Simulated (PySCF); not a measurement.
# Deuteron quadrupole couplings in `C#C[SiH2]n1ncc(F)c1C`

Species: C6H7FN2Si.
Structure used (GFN2-xTB), in Å, numbered top down from 1:
```
atom  x, y, z in Å
C1     3.096   -0.355    1.416
C2     2.488   -0.058    0.421
Si3    1.536    0.374   -1.107
N4    -0.110   -0.204   -0.839
N5    -0.591   -1.156   -1.659
C6    -1.803   -1.447   -1.249
C7    -2.119   -0.661   -0.131
F8    -3.267   -0.671    0.570
C9    -1.019    0.128    0.113
C10   -0.772    1.151    1.159
H11    3.629   -0.613    2.286
H12    1.473    1.834   -1.228
H13    1.980   -0.354   -2.284
H14   -2.399   -2.186   -1.745
H15   -1.620    1.187    1.838
H16    0.129    0.907    1.720
H17   -0.638    2.135    0.710
```

Level: PBE0/pcSseg-1 (PySCF, non-relativistic); Q(2H) = 0.00286 b; rigid geometry, the same for H and D, with no vibrational averaging.

Question: Rank these positions by the coupling χzz of a deuteron there, largest first.
A. H14 (aromatic hydrogen)
B. H15 (methyl hydrogen)
C. H16 (methyl hydrogen)
D. H13 (Si–H hydrogen)
E. H11 (alkyne hydrogen)
F. H12 (Si–H hydrogen)

Answer: E (258 kHz), A (232 kHz), B (210 kHz), C (205 kHz), D (111 kHz), F (105 kHz).

Question: Give the electric field gradient Vzz (the principal value of largest size), its asymmetry and the 2H coupling at each hydrogen.

Answer: 
```csv
atom,bonded to,bond length (Å),Vzz (au),η,χzz (kHz)
H11,C1,1.053,0.3846,0.00,258
H12,Si3,1.467,0.1558,0.03,105
H13,Si3,1.453,0.1654,0.01,111
H14,C6,1.071,0.3454,0.07,232
H15,C10,1.087,0.3120,0.03,210
H16,C10,1.089,0.3053,0.03,205
H17,C10,1.090,0.3087,0.03,207
```

Question: Average by the element that carries the hydrogen.

Answer: on C: 223 kHz over 5 positions, mean bond length 1.078 Å; on Si: 108 kHz over 2 positions, mean bond length 1.460 Å.

Question: How does χzz go with the bond length over the 5 C–H bonds?

Answer: A straight-line fit has a slope of -14.1 kHz for each 0.01 Å, with a correlation coefficient of -1.00, over lengths from 1.053 to 1.090 Å. The longer bonds have the smaller couplings here.

Question: A static deuteron (I = 1) shows a doublet split by (3/2)χ, (3/4)χ(1 + η) and (3/4)χ(1 − η) with the field along z, y and x of the gradient. What are these for H16?

Answer: With |χ| = 205.2 kHz and η = 0.026: 308, 158 and 150 kHz, to first order and without motion.

One conformer (not necessarily the lowest) at the GFN2-xTB geometry, without solvent, vibrations or thermal averaging. GFN2-xTB bond lengths can be off by several hundredths of an ångström, more for odd bonds, and the gradients follow them. A larger basis could move these couplings by a tenth or more.
